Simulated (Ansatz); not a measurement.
Abridged output of a molecular run in Ansatz:

```
Functional definition: HF
1490 factors; integrals over basis functions are off by at most 9.3e-4 eV
mean field evaluation 1: about -14089.6545 eV, gradient 4.5e1 eV
mean field evaluation 2: about -14090.0066 eV, gradient 4.5e1 eV
mean field evaluation 4: about -14094.2484 eV, gradient 4.9e0 eV
mean field evaluation 8: about -14094.3275 eV, gradient 3.8e-1 eV
mean field -14094.32809543 eV, -517.9570040284 hartree, gradient 5.9e-6 eV, S^2 0.000000; 0 other end points of the search recorded, 0 dependent functions left out
9 core orbitals not correlated: weight in the atoms' cores, before any rotation towards them, 1.000 or more for the frozen orbitals, at most 0.000 for the correlated occupied ones
reference -14094.32809543 eV, -517.9570040284 hartree; 15, 15 occupied and 226, 226 virtual orbitals, 1490 factors
second order -25.42477577 eV of doubles, -0.00000000 eV of singles
cycle   1  -25.54459783 eV  change   -1.2e-1 eV  update   1.1e-1
cycle   2  -26.16994667 eV  change   -6.3e-1 eV  update   3.4e-2
cycle   3  -26.32639969 eV  change   -1.6e-1 eV  update   1.8e-2
cycle   4  -26.31287735 eV  change    1.4e-2 eV  update   4.7e-3
cycle   5  -26.31143926 eV  change    1.4e-3 eV  update   2.6e-3
cycle   6  -26.31304863 eV  change   -1.6e-3 eV  update   9.1e-4
cycle   7  -26.31257440 eV  change    4.7e-4 eV  update   3.9e-4
cycle   8  -26.31241775 eV  change    1.6e-4 eV  update   1.2e-4
cycle   9  -26.31246475 eV  change   -4.7e-5 eV  update   4.7e-5
cycle  10  -26.31247040 eV  change   -5.6e-6 eV  update   1.8e-5
perturbative correction -1.05766676 eV, -0.0388685364 hartree
Total energy: -14121.69823259 eV, -518.9628380167 hartree
```

Its atoms:

```xyz
11

O     1.6813   -1.2560   -0.8770
C     0.3903   -0.7242   -1.1605
Si   -0.5260   -0.3495    0.4360
C    -0.6042    1.3210    1.1214
O    -1.7655    0.7575    0.4055
H     2.2142   -0.5654   -0.4745
H     0.4362    0.1652   -1.8017
H    -0.1384   -1.4931   -1.7302
H    -0.7061   -1.5395    1.2973
H    -0.1731    2.1798    0.6093
H    -0.8088    1.5043    2.1743
```

Q: Which basis set was used?
A. def2-TZVPPD
B. cc-pV(Q+d)Z
C. def2-TZVPP
D. def2-QZVPP

A: C. It gives 250 functions.

Q: Write the keys of the input that set method, charge and spin (a neutral closed shell needs none for the last two).

A: 
```yaml
correlation: {method: ccsd_t}
```
